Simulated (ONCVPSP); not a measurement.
**boron: one change to an ONCV potential, before and after**

ONCVPSP 4.0.1 input, shortened (lines: element, Z, core and valence counts, functional; n l f; lmax; l rc ep ncon nbas qcut; lloc lpopt rc5 dvloc0; l nproj debl; icmod fcfact rcfact), PBEsol, scalar-relativistic:

```
  B 5.00    1    1  -116133      upf
    1    0    2.00
    2    0    2.00
    1
    0    1.20    0.00    4    8    6.10
    1    1.20    0.11    5    9    5.70
    4    5    0.80    1.00
    0    2    3.90
    1    1    1.40
    0    0.00    0.00
```

In the p channel the program set the typed energies aside and used 0.050 Ha.

Change: p: qcut 6.3.

Cutoffs: the cutoffs (Ha) at which the residual kinetic energy of the hardest occupied pseudo-wave falls to 1 and 0.1 mHa per electron; they do not see the model core or the augmentation charge, which bear on the density cutoff. Errors are all-electron minus pseudo energies relative to the spin-unpolarised reference configuration.

Problem. How do hardness, ghosts and transferability respond?

Solution. The potential gets neither clearly harder nor softer (13 Ha and 17 Ha → 13 Ha and 17 Ha); both files keep a bound ghost (p); of the 3 tests that both files solve, the error grows in 2 and shrinks in 0 by more than 15 % and 0.3 meV (median size 9.4 → 11.0 meV).

```tsv
quantity	base	changed
cutoff, loose	13 Ha	13 Ha
cutoff, tight	17 Ha	17 Ha
bound ghosts	p	p
GHOST(+) flags under 300 eV	s at 237.7 eV	s at 237.7 eV
tests with a reliable result	3 of 4	3 of 4
error for 2s2 2p1, meV [ΔE -8.14 eV]	+9.4	+11
error for 2s1, meV [ΔE 25.26 eV]	+26	+26
error for 2s2 2p0.5, meV [ΔE -5.28 eV]	+3.6	+4.4
s: phases at 1.22 bohr within 0.05 rad from the reference energy up to (Ha; the scan ends near 5)	to the end of the scan	to the end of the scan
p: phases at 1.22 bohr within 0.05 rad from the reference energy up to (Ha; the scan ends near 5)	4.6	4.7
```

 A true bound ghost makes a file unfit for plane-wave use even where its test errors are small: the radial tests pick states by their node count and pass the ghost by.
